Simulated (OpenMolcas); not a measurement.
# OpenMolcas run: O3+

Input:

```
&GATEWAY
Coord
1

O 0.0 0.0 0.0
Basis=ANO-RCC-VQZP
Group=XYZ
NoMove
AngMom=0.0 0.0 0.0
AMFI
&SEWARD
&RASSCF
FileOrb=start.orb
Symmetry=2
Spin=4
nActEl=3 0 0
Inactive=1 0
Ras2=1 3
CIRoot=1 1 1
SDav=1
CIMx=300
Iter=120 100
PrWF=0.3
OrbListing=Nothing
MaxOrb=0
Atom
>>> COPY $Project.JobIph JOBPRE
&RASSCF
FileOrb=start.orb
Symmetry=2
Spin=4
nActEl=3 0 0
Inactive=1 0
Ras2=2 6
CIRoot=1 1 1
SDav=26
CIMx=300
Iter=120 100
PrWF=0.3
OrbListing=Nothing
MaxOrb=0
Atom
>>> COPY $Project.JobIph JOB001
&RASSCF
FileOrb=start.orb
Symmetry=2
Spin=2
nActEl=3 0 0
Inactive=1 0
Ras2=2 6
CIRoot=11 11 1
SDav=94
CIMx=300
Iter=120 100
PrWF=0.3
OrbListing=Nothing
MaxOrb=0
Atom
>>> COPY $Project.JobIph JOB002
&RASSCF
FileOrb=start.orb
Symmetry=1
Spin=4
nActEl=3 0 0
Inactive=1 0
Ras2=2 6
CIRoot=3 3 1
SDav=30
CIMx=300
Iter=120 100
PrWF=0.3
OrbListing=Nothing
MaxOrb=0
Atom
>>> COPY $Project.JobIph JOB003
&RASSCF
FileOrb=start.orb
Symmetry=1
Spin=2
nActEl=3 0 0
Inactive=1 0
Ras2=2 6
CIRoot=9 9 1
SDav=74
CIMx=300
Iter=120 100
PrWF=0.3
OrbListing=Nothing
MaxOrb=0
Atom
>>> COPY $Project.JobIph JOB004
&RASSI
NrOfJobIphs=4 1 11 3 9
1
1 2 3 4 5 6 7 8 9 10 11
1 2 3
1 2 3 4 5 6 7 8 9
IphNames
JOB001
JOB002
JOB003
JOB004
EJob
SpinOrbit
DIPRint=1.0
SOCoupling=1000.0
Subsets=2
MEES
Property=10
'ANGMOM' 1 'ANGMOM' 2 'ANGMOM' 3 'MLTPL  1' 1 'MLTPL  1' 2 'MLTPL  1' 3
'AMFI' 1 'AMFI' 2 'AMFI' 3 'MLTPL  2' 6
SOProperty=3
'ANGMOM' 1 'ANGMOM' 2 'ANGMOM' 3
```

A driver script runs the steps one by one and writes start.orb anew before each from the orbitals found so far.

Output, cut to the results:

```
--- SEWARD ---
Basis set label: O.ANO-RCC...5S4P3D2F1G.

      Electronic valence basis set:
      ------------------
      Associated Effective Charge   8.000000 au
      Associated Actual Charge      8.000000 au
      Nuclear Model: Point charge

      Shell  nPrim  nBasis  Cartesian Spherical Contaminant
         s      14       5        X
         p       9       4        X
         d       4       3                 X
         f       3       2                 X
         g       2       1                 X
                  Relativistic Douglas-Kroll-Hess integrals:
                    - DKH order of Hamiltonian: 2
                    - DKH order of Properties : 0
                  Atomic mean-field integrals
--- RASSCF ---
Wave function specifications:
      -----------------------------

      Number of closed shell electrons           2
      Number of electrons in active shells       3
      Max number of holes in RAS1 space          0
      Max nr of electrons in RAS3 space          0
      Number of inactive orbitals                1
      Number of active orbitals                  8
      Number of secondary orbitals              46
      Spin quantum number                      1.5
      State symmetry                             2
Orbital specifications:
      -----------------------

      Symmetry species                           1   2
                                                ag  au
      Frozen orbitals                            0   0
      Inactive orbitals                          1   0
      Active orbitals                            2   6
      RAS1 orbitals                              0   0
      RAS2 orbitals                              2   6
      RAS3 orbitals                              0   0
      Secondary orbitals                        26  20
      Deleted orbitals                           0   0
      Number of basis functions                 29  26
      Number of CSFs                            26
      Number of root(s) required                 1
      Iter CI   SX   CI       RASSCF       Energy    max ROT     max BLB   max BLB  Level Ln srch  Step   QN
          iter iter root      energy       change     param      element    value   shift minimum  type update
 Nr of preliminary CI iterations:   1
 ###############################################################################
 ###############################################################################
 ###                                                                         ###
 ###                                                                         ###
 ###    WARNING: Problems in orbital optimization.                           ###
 ###                                                                         ###
 ###                                                                         ###
 ###############################################################################
 ###############################################################################
  Warning: In symmetry  1, orbital p=   2 has diagonal density matrix element D(p,p) close to zero. D(p,p)=  2.545739E-31
  Warning: In symmetry  1, orbital p=   3 has diagonal density matrix element D(p,p) close to zero. D(p,p)=  2.545739E-31
        ...
 ###############################################################################
  Warning: In symmetry  1, orbital p=   2 has diagonal density matrix element D(p,p) close to zero. D(p,p)=  4.157626E-31
  Warning: In symmetry  1, orbital p=   3 has diagonal density matrix element D(p,p) close to zero. D(p,p)=  4.157626E-31
        4   1    1    1   -70.16809271   -4.26E-14   0.00E+00    1   5 1 -1.31E-08   0.50   0.00    SX    NO
      Convergence after  4 iterations
        5   1    1    1   -70.16809271    2.84E-14   0.00E+00    1   5 1 -1.31E-08   0.50   0.00    SX    NO
      Natural orbitals and occupation numbers for root  1
      sym 1:   0.000000   0.000000
      sym 2:   0.999053   0.999053   0.999053   0.000947   0.000947   0.000947
::    RASSCF root number  1 Total energy:    -70.16809271
--- RASSCF ---
Wave function specifications:
      -----------------------------

      Number of closed shell electrons           2
      Number of electrons in active shells       3
      Max number of holes in RAS1 space          0
      Max nr of electrons in RAS3 space          0
      Number of inactive orbitals                1
      Number of active orbitals                  8
...
--- RASSI ---
SPIN-FREE ENERGIES:
  (Shifted by EMIN (a.u.) =        -71.2097185100)

 SF State       Relative EMIN(au)   Rel lowest level(eV)    D:o, cm**(-1)      L_eff

     2             0.0000000000        0.0000000000              0.0000         1.0
     3             0.0000000000        0.0000000000              0.0000         1.0
     4             0.0000000000        0.0000000000              0.0000         1.0
    13             0.3002481897        8.1701694593          65896.8607         1.0
    14             0.3002481897        8.1701694593          65896.8607         1.0
    15             0.3002481897        8.1701694593          65896.8607         1.0
    16             0.6016271553       16.3711088988         132041.8981         2.0
    17             0.6016271553       16.3711088988         132041.8981         2.0
    18             0.6016271553       16.3711088988         132041.8981         2.0
    19             0.6016271553       16.3711088988         132041.8981         2.0
    20             0.6016271553       16.3711088988         132041.8981         2.0
    21             0.7559368859       20.5700905803         165908.9694         0.0
    22             0.8682832907       23.6271919933         190566.1551         1.0
    23             0.8682832907       23.6271919933         190566.1551         1.0
    24             0.8682832907       23.6271919933         190566.1551         1.0
     1             1.0416257982       28.3440819186         228610.4381         0.0
     8             1.2041645334       32.7669862217         264283.5671         2.0
     9             1.2041645334       32.7669862217         264283.5671         2.0
     7             1.2041645334       32.7669862217         264283.5671         2.0
     5             1.2041645334       32.7669862217         264283.5671         2.0
     6             1.2041645334       32.7669862217         264283.5671         2.0
...
```

Levels above the lowest, from the spin-orbit matrix, grouped by J:

| Configuration | Term | J | E (cm-1) | Measured (cm-1) | g | Term weight % |
| --- | --- | --- | --- | --- | --- | --- |
| 2s2 2p | 2P* | 1/2 | 0.0 | 0.0 | 0.666 | 100 |
| 2s2 2p | 2P* | 3/2 | 375 | 386 | 1.334 | 100 |
| 2s 2p2 | 4P | 1/2 | 65935 | 71440 | 2.671 | 100 |
| 2s 2p2 | 4P | 3/2 | 66062 | 71570 | 1.735 | 100 |
| 2s 2p2 | 4P | 5/2 | 66273 | 71756 | 1.601 | 100 |
| 2s 2p2 | 2D | 3/2 | 132289 | 126950 | 0.800 | 100 |
| 2s 2p2 | 2D | 5/2 | 132294 | 126936 | 1.200 | 100 |
| 2s 2p2 | 2S | 1/2 | 166158 | 164366 | 2.002 | 100 |
| 2s 2p2 | 2P | 1/2 | 190646 | 180481 | 0.666 | 100 |
| 2s 2p2 | 2P | 3/2 | 190902 | 180724 | 1.334 | 100 |
| 2p3 | 4S* | 3/2 | 228860 | 231538 | 2.002 | 100 |
| 2p3 | 2D* | 3/2 | 264529 | 255185 | 0.800 | 100 |
| 2p3 | 2D* | 5/2 | 264535 | 255156 | 1.200 | 100 |
| 2p3 | 2P* | 1/2 | 298061 | 289015 | 0.666 | 100 |
| 2p3 | 2P* | 3/2 | 298092 | 289024 | 1.334 | 100 |

Against the 14 measured excited levels shown (Moore, Selected Tables of Atomic Spectra, NSRDS-NBS 3, section 10) the mean absolute deviation is 6300 cm-1; the largest miss in energy is 2s 2p2 2P 3/2: computed 190902, measured 180724 cm-1 (+5.6 %), and the largest in proportion 2s 2p2 4P 1/2 (-7.7 %).

Active for correlation alone: 3p 3s; no level in the range computed is led by a configuration that fills them, so any true level of that kind is missing. Computed and measured levels are paired by configuration, term and J; levels that our copy of the source lacks, or whose pairing is in doubt (as where it misses far off the trend of its configuration), stay unpaired and out of the deviations. Levels of configurations outside the active space are missing. The first state left out of the spin-orbit step lies near 450000 cm-1 above the lowest spin-free state of the reference (among the parities and spins computed), and the list stops at four fifths of that energy or lower.

The term weight is that of the spin-free term in the level, not the purity of its configuration. * marks odd parity.
